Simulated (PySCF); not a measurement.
Mapped SMILES: `[F:1][B:2]([F:3])[CH2:4][CH:5]1[CH2:6][CH2:7]1`. Hydrogens are named by the atom that carries them. Ha(C6), Ha(C7) are cis to C4 on the ring; Hb(C6), Hb(C7) are trans to C4 on the ring.

Geometry: PBE0-D3(BJ)/def2-SVP; GIAO shifts from PySCF 2.14, gas phase, non-relativistic, averaged over equivalent atoms.

At PBE0/pcSseg-1 (154 basis functions, 35 s wall time on 1 thread of an Arm Neoverse N1, shared host):
```csv
atoms,δ (ppm)
F1/F3,-63.8
B2,29.9
C4,19.6
C6/C7,7.4
C5,5.9
H(C4),0.76
H(C5),0.69
Hb(C6)/Hb(C7),0.52
Ha(C6)/Ha(C7),-0.09
```

Shifts are taken against calculated references (same method and geometry level): CFCl3 for 19F (σref 177.25); 11B (σref 100.73) vs BF3·OEt2; TMS for 13C (σref 184.41), 1H (σref 31.27).

Q: Estimate the result of repeating the calculation with KT3/pcSseg-2.

A: 
```tsv
atoms	δ at KT3/pcSseg-2	change
F1/F3	-97.0	-33.2
B2	26.0	-3.9
C4	20.6	+1.0
C6/C7	7.3	-0.1
C5	7.5	+1.6
H(C4)	0.95	+0.19
H(C5)	0.86	+0.17
Hb(C6)/Hb(C7)	0.55	+0.03
Ha(C6)/Ha(C7)	-0.07	+0.02
```

Referencing at the same level of theory: 19F (146.91 ppm) vs CFCl3; 11B (98.64 ppm) against BF3·OEt2; 13C (181.31 ppm), 1H (31.35 ppm) vs TMS.

The largest change is at F1/F3 (fluorine bonded to B). Cost: 350 basis functions, 2.1 min wall time on 1 thread of an Arm Neoverse N1, shared host. The order of the carbon signals changes between the two levels.

A carbon bonded to boron is broadened by the quadrupolar boron nucleus and is often missing from a measured spectrum. Unscaled 19F shifts against computed CFCl3 carry errors that often reach 10 to 50 ppm.
